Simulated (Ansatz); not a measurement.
A set of 12 reactions (redistribution), with CCSD(T)/CBS values in kJ/mol:

```
                                                                                                       reaction     ΔE
                                 `[AlH2][NH][SiH2][SiH3]` + `[OH][GeH3]` → `[AlH2][NH][SiH2][GeH3]` + `O[SiH3]`  -84.2
                `[OH][GeH]([OH])[Cl]` + `[CH3][In]([F])[GeH3]` → `[OH][GeH]([OH])[GeH3]` + `[CH3][In]([F])[Cl]`    0.6
                                                  `[NH2][SnH2][F]` + `Br[Si]Br` → `[NH2][SnH2][Br]` + `F[Si]Br`  -82.1
                                                `CO[Si]OC` + `[SiH3]C[SiH2]Cl` → `CO[Si]Cl` + `CO[SiH2]C[SiH3]`   -4.6
            `C[N](C)[In]([NH2])[OH]` + `O[Si](Cl)(Cl)O[SiH3]` → `C[N](C)[In]([OH])[O][SiH3]` + `N[Si](O)(Cl)Cl`   18.3
                                         `B[O][AlH][OH]` + `CO[Si](C)(N)O` → `B[O][AlH][CH3]` + `CO[Si](N)(O)O`   24.4
                                              `CC(=O)OB(F)F` + `F[SiH2]C1CO1` → `FB(F)C1CO1` + `CC(=O)O[SiH2]F`  -23.7
                                              `CO[Si]OC` + `C[SiH](F)[GeH3]` → `CO[SiH]` + `CO[Si](C)(F)[GeH3]`   30.2
          `[NH]=[Mo](=[NH])([NH2])[F]` + `[F][Ge][O][SiH3]` → `[NH]=[Mo](=[NH])([F])[F]` + `[NH2][Ge][O][SiH3]`   11.8
                                     `FBO[SiH3]` + `[AlH2][SiH2][SiH3]` → `[AlH2][BH]O[SiH3]` + `F[SiH2][SiH3]`   92.0
`[CH3][SnH2][CH2][SiH3]` + `[NH2][Zr]([Cl])([Cl])[Cl]` → `[NH2][SnH2][CH2][SiH3]` + `[CH3][Zr]([Cl])([Cl])[Cl]`   99.3
                                        `O[SiH]([SiH3])S` + `B[Si](C)(C)F` → `C[SiH](O)S` + `B[Si](C)(F)[SiH3]`   -8.8
```

Gas-phase electronic energies from Ansatz, PBE0-D4/def2-TZVP geometries. CCSD(T)/CBS adds triple-zeta CCSD(T) − MP2 to the extrapolated MP2 energy (def2 sets, frozen cores). This one scheme is used for every species. Functionals use def2-TZVPP. B3LYP here is the variant with VWN-RPA as its local correlation; programs differ in this. def2 core potentials past Kr. For Br, Ge, In, Mo, Sn, Zr outer-core shells are correlated without core-valence functions, which leaves a few kJ/mol of doubt a bond. Scalar relativity is left out up to krypton. One conformer a species, not always the lowest.

**Question.** Give the mean, mean absolute and largest difference (level minus CCSD(T)/CBS, kJ/mol) for: PBE-D4, PBE0-D4, B3LYP-D4, ωB97X-V, PBE, PBE0, MP2/def2-TZVPP, CCSD/def2-TZVPP, CCSD(T)/def2-TZVPP, HF/def2-QZVPP, MP2/def2-QZVPP, SCS-MP2/def2-QZVPP, MP2/CBS(def2), CCSD/CBS(def2). (Estimate.)

**Answer.** Ansatz gave: 
```csv
level,mean,mean absolute,largest
PBE-D4,3.1,5.4,15.0
PBE0-D4,2.1,3.9,13.3
B3LYP-D4,1.5,1.9,4.4
ωB97X-V,0.5,1.6,7.3
PBE,2.8,5.8,14.4
PBE0,1.8,4.3,12.2
MP2/def2-TZVPP,1.4,1.8,4.6
CCSD/def2-TZVPP,0.2,1.8,-4.2
CCSD(T)/def2-TZVPP,0.8,1.6,4.9
HF/def2-QZVPP,-2.1,4.1,-15.4
MP2/def2-QZVPP,0.9,1.8,3.6
SCS-MP2/def2-QZVPP,0.1,1.4,-5.7
MP2/CBS(def2),0.6,1.9,-4.5
CCSD/CBS(def2),-0.6,1.1,-3.8
```

The largest T1 diagnostic in the set is 0.022, for `[NH]=[Mo](=[NH])([F])[F]` (customary mark 0.02).

CCSD(T)/CBS is a level of theory with its own doubt, and the functionals carry their triple-zeta basis error, so these figures describe this set and don't rank the functionals.
